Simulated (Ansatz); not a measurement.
C3H4F2Si can be A, `C#C[SiH](F)CF`, or B, `C#C[Si](C)(F)F`.

Computed with Ansatz on PBE0-D4/def2-TZVP structures; ΔE is electronic, products minus reactants. CCSD(T)/CBS adds triple-zeta CCSD(T) − MP2 to the extrapolated MP2 energy (def2 sets, frozen cores). Functionals use def2-TZVPP. B3LYP here is the variant with VWN-RPA as its local correlation; programs differ in this. One conformer a species, not always the lowest.

Which is lower in electronic energy at CCSD(T)/CBS, and by how much? (Best estimate.)

Ansatz gave: B, by 285.2 kJ/mol.

Give E(B) − E(A) in kJ/mol with B2PLYP, CCSD(T)/def2-TZVPP, BLYP-D4, B3LYP-D4, MP2/def2-TZVPP, PBE-D4, PBE0-D4. (Best estimate.)

Computed: B2PLYP -280.1, CCSD(T)/def2-TZVPP -282.4, BLYP-D4 -266.1, B3LYP-D4 -273.6, MP2/def2-TZVPP -292.9, PBE-D4 -265.5, PBE0-D4 -274.0. None reverses the order clearly.

Does the order hold for the free energy at 298.15 K (harmonic terms from PBE0-D4)? (An estimate is asked.)

Computed: Yes: G(B) − G(A) = -279.6 kJ/mol, for one conformer each. Modes under 60 cm⁻¹, often nearly free rotors, make the harmonic entropy too high.

Largest T1 diagnostic: 0.012.

From r2SCAN to r2SCAN0 (25 % exact exchange), in def2-TZVPP and without D4, E(B) − E(A) moves by −4.1 kJ/mol. Leaving LDA and LC-ωPBE aside and taking each functional with its dispersion term where it has one, the values, not all of them listed here, spread over 23.2 kJ/mol, from B97M-V to revPBE-D4. LDA lies −8.4 kJ/mol from PBE without D4.
